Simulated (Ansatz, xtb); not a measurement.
**Relaxing a trial structure of BClH2OSi**

The starting geometry of this gas-phase singlet was built from a drawn formula by distance geometry and a force field; its bonds are those of `Cl[Si+]1[BH2-]O1`.

```xyz
6

B    -2.1996   -2.8105   -0.6254
Cl   -1.9455   -6.5290   -0.8663
O    -0.7054   -3.0076   -0.7368
Si   -1.5234   -4.5715   -0.2924
H    -2.5021   -2.2026    0.2627
H    -2.6127   -2.6324   -1.7338
```

**Question.** Predict what it relaxes into with r2SCAN-D4/def2-SVP.

**Answer.** A bond breaks, leaving `BO[Si]Cl`. Distances that change by over a tenth: B1–O3 (1.51 → 1.35 Å). Contacts that open: B1–Si4 (1.92 → 3.01 Å).

The energy falls by 3.62 eV over 16 steps:

```csv
step,E − E(last) (eV)
1,3.620
3,1.875
4,1.504
6,0.730
8,0.237
9,0.143
11,0.038
13,0.004
14,0.002
16,0.000
```

Final geometry (Å):

```
atom    x (Å)    y (Å)    z (Å)
   B  -2.1126  -2.4933  -0.7582
  Cl  -0.6280  -6.1919  -0.9305
   O  -2.2085  -3.8068  -0.4690
  Si  -2.3898  -5.4090  -0.0729
   H  -1.5525  -1.7643   0.0286
   H  -2.5974  -2.0882  -1.7900
```

From the same start GFN2-xTB reaches the same bonding as this run.

No frequencies were run, so the end isn't proven a minimum. Run with Ansatz 0.2.0, 50 s on 1 thread of AMD EPYC 7R43 64-Core Processor (Zen 3) (shared host).
